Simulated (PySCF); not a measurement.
## Peak assignment

Mapped SMILES: `[CH3:1][C:2]#[N+:3][AlH2-:4][c:5]1[cH:6][cH:7][cH:8][cH:9][cH:10]1`; H(Xn) means a hydrogen on atom n.

PySCF 2.14.0 with density-fitted response routines calculation with coordinates at the PBE0-D3(BJ)/def2-SVP level and shielding tensors at HF/pcSseg-1 (GIAO); relativity neglected, a single conformation, no solvent, one averaged value for each set of equivalent atoms.

Referencing at the same level of theory: 13C (190.85 ppm) and 1H (31.69 ppm) against TMS.

(1) Assign these signals to the numbered atoms. 13C{1H} NMR (computed): δ 155.4 (C), 146.1 (CH), 135.3 (CH), 134.1 (CH), 132.3 (C), 1.1 (CH3).

(2) Assign these signals to the numbered atoms. 1H NMR (500 MHz, computed): δ 7.88 (d, 2H), 7.36 (m, 2H), 7.36 (m, 1H), 4.04 (br, 2H), 2.22 (s, 3H).

## Answers

(1) 
155.4 → C5, substituted aromatic carbon
146.1 → C6/C10, aromatic CH
135.3 → C8, aromatic CH: the aromatic region
134.1 → C7/C9, aromatic CH
132.3 → C2, nitrilium-type carbon
1.1 → C1, methyl carbon α to a nitrile: a saturated carbon with 1 carbon neighbour and no heteroatom attached

C8 and C7/C9; C7/C9 and C2 lie closer than the usual error of such a calculation, so a measured spectrum could show them in the other order.

(2) 
| δ (ppm) | atoms | environment | reason |
| --- | --- | --- | --- |
| 7.88 | H(C6)/H(C10) | hydrogen on an aromatic CH | the ring current deshields protons in the ring plane |
| 7.36 | H(C7)/H(C9) | hydrogen on an aromatic CH | – |
| 7.36 | H(C8) | hydrogen on an aromatic CH | – |
| 4.04 | H(Al4) | hydrogen on an aluminium bonded to C, N | – |
| 2.22 | H(C1) | hydrogen on a methyl carbon α to a nitrile | – |

H(C7)/H(C9) and H(C8) lie closer than the usual error of such a calculation, so a measured spectrum could show them in the other order.

Hydrides on Al or Ga are broadened by the quadrupolar metal nucleus. Shifts are as computed. Against solution values, carbons near 30 ppm lie about -0 ppm off and those near 130 ppm about +7 ppm. Of 1211 compounds with measured shifts, 218 miss one by over three times the rms of a fit or turn the order of signals round; such compounds aren't used in these exercises. No couplings were computed; multiplicities are counted from neighbouring protons, with m where these are inequivalent, close in shift, in a saturated or five-membered ring or joined by F or P, and br s for small geminal =CH2 splittings.
